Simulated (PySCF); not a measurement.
Geometry:
```tsv
atom	x (Å)	y (Å)	z (Å)
C1	-1.854	0.389	1.000
C2	-1.392	-0.581	-0.074
C3	-2.363	-0.675	-1.233
O4	-0.137	-0.185	-0.616
C5	0.993	-0.690	0.003
C6	2.196	-0.258	-0.817
C7	2.541	1.082	-0.197
O8	3.241	1.944	-0.650
C9	1.813	1.123	1.139
O10	1.213	-0.139	1.287
H11	-1.138	0.414	1.833
H12	-1.941	1.402	0.578
H13	-2.839	0.093	1.392
H14	-1.271	-1.586	0.379
H15	-2.005	-1.394	-1.984
H16	-3.357	-0.994	-0.887
H17	-2.465	0.307	-1.721
H18	0.901	-1.780	0.160
H19	1.991	-0.173	-1.891
H20	3.045	-0.944	-0.663
H21	2.515	1.306	1.968
H22	1.075	1.947	1.123
```

Geometry: PBE0-D3(BJ)/def2-SVP; GIAO shifts from PySCF 2.14.0 with density-fitted response routines, gas phase, non-relativistic, averaged over equivalent atoms.

At PBE0/pcSseg-1 (230 basis functions, 39 s wall time on 1 thread of an AMD EPYC 9R45 96-Core, shared host):
```
      atoms  δ (ppm)
         C7    218.0
         C5    105.8
         C2     75.4
         C9     69.2
         C6     46.0
         C3     25.3
         C1     24.5
         O8    648.6
         O4    122.0
        O10     89.5
        H18     5.20
        H22     3.91
        H21     3.74
        H14     3.39
        H20     2.29
        H19     2.17
H11/H12/H13     1.36
H15/H16/H17     1.12
```

Referencing at the same level of theory: $^{13}$C (σ = 184.41 ppm), $^{1}$H (σ = 31.27 ppm) against TMS; $^{17}$O (σ = 334.56 ppm) against H2O.

Question: What do these become at mPW1PW91/pcSseg-1?

Answer: 
| atoms | δ at mPW1PW91/pcSseg-1 | change |
| --- | --- | --- |
| C7 | 218.0 | +0.0 |
| C5 | 105.8 | +0.0 |
| C2 | 75.3 | -0.1 |
| C9 | 69.3 | +0.1 |
| C6 | 45.9 | -0.1 |
| C3 | 25.4 | +0.1 |
| C1 | 24.5 | +0.0 |
| O8 | 647.2 | -1.4 |
| O4 | 120.6 | -1.4 |
| O10 | 88.9 | -0.6 |
| H18 | 5.19 | -0.01 |
| H22 | 3.90 | -0.01 |
| H21 | 3.74 | +0.00 |
| H14 | 3.38 | -0.01 |
| H20 | 2.28 | -0.01 |
| H19 | 2.18 | +0.01 |
| H11/H12/H13 | 1.36 | +0.00 |
| H15/H16/H17 | 1.13 | +0.01 |

Referencing at the same level of theory: $^{13}$C (σ = 183.54 ppm) and $^{1}$H (σ = 31.32 ppm) vs TMS; H2O for $^{17}$O (σ = 333.30 ppm).

The largest change is at O4 (ether oxygen). Cost: 230 basis functions, 30 s wall time on 1 thread of an AMD EPYC 9R45 96-Core, shared host. The order of the carbon signals is the same at both levels.

Unscaled 17O shifts of doubly bonded oxygen tend to come out too high, by tens of ppm or more. Experimental scales use liquid or dissolved standards, which lie at an offset from isolated H2O (liquid H2O: subtract about 36 ppm).
